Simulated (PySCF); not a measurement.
# Two-component Hartree-Fock for Yb³⁺ (ytterbium, charge +3)

Start: [Xe] 4f13; 4f5/2 filled at m_j = -5/2, -3/2, -1/2, +1/2, +3/2, +5/2; 4f7/2 filled at m_j = -5/2, -3/2, -1/2, +1/2, +3/2, +5/2, +7/2. Calculated with PySCF 2.14 in x2c-QZVPPall-2c (16s16p12d6f4g1h, 213 functions): generalised Hartree-Fock with the X2C-1e Hamiltonian and a Gaussian nucleus; one run each with spin-orbit coupling (SO) switched off, then screened by Boettger's factors.

```csv
spinor shell,electrons,"ε, spin-free (eV)","ε, screened SO (eV)",weight of nominal j (screened SO),"rms radius, screened SO (bohr)"
1s1/2,2,-61682.0,-61666.7,1.000,0.0223
2s1/2,2,-10611.8,-10607.0,1.000,0.0901
2p1/2,2,-9355.4,-10099.5,1.000,0.0768
2p3/2,4,-9355.4,-9046.9,1.000,0.0838
3s1/2,2,-2475.9,-2474.4,1.000,0.231
3p1/2,2,-2090.0,-2250.5,1.000,0.222
3p3/2,4,-2090.0,-2022.5,1.000,0.237
3d3/2,4,-1616.8,-1646.1,1.000,0.210
3d5/2,6,-1616.8,-1596.1,1.000,0.214
4s1/2,2,-543.15,-542.73,1.000,0.519
4p1/2,2,-413.88,-451.09,0.999,0.530
4p3/2,4,-413.88,-398.16,1.000,0.562
4d3/2,4,-240.38,-247.11,0.994,0.597
4d5/2,6,-240.38,-235.62,0.996,0.609
5s1/2,2,-97.595,-97.529,1.000,1.28
5p1/2,2,-63.908,-69.040,0.994,1.42
5p3/2,4,-63.908,-61.769,0.997,1.52
4f5/2,6,-48.430,-49.587,0.950,0.798
4f7/2,7,-48.430,-47.266,0.957,0.816
```

```csv
quantity,spin-free,screened SO
E (hartree),-14047.89178,-14061.11164
M_J,7/2,7/2
⟨J²⟩,15.757,15.757
⟨L²⟩,12.006,12.108
⟨S²⟩,0.751,0.852
```

Each row is a mean over spinors that exchange with the open shell spreads, by up to 10.007 eV (4d5/2).

Breit and QED terms are absent; they matter most for the inner s and p1/2 levels.

Densities and radii are taken from the X2C orbitals without a picture-change correction, which distorts them close to the nucleus.

Without spin-orbit coupling the j labels of p, d and f shells carry no meaning; the spin-free column gives the mean over the occupied spinors of each nl shell.
